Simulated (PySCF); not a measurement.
B3LYP has the VWN-RPA correlation part, as in Gaussian. 

Cartesian coordinates (Å):
```xyz
8

B      1.6464    -0.1060    -0.1497
Si    -0.1613    -0.2534     0.6059
C     -1.5135     0.2979    -0.3127
H      1.7562     0.3665    -1.2366
H      2.6229    -0.4643     0.4267
H     -0.4347    -0.8207     1.9443
H     -2.5430     0.2574     0.0220
H     -1.3729     0.7226    -1.2999
```
Charge 0, multiplicity 1.

Task: What total energy, HOMO–LUMO gap, dipole moment, HOMO and LUMO does PySCF with B3LYP-D3(BJ)/def2-TZVP give?

Result: 
```json
{
 "total_energy": "-9672.01 eV",
 "HOMO–LUMO gap": "3.51 eV",
 "dipole_moment": "0.22 D",
 "HOMO": "-6.64 eV",
 "LUMO": "-3.13 eV"
}
```
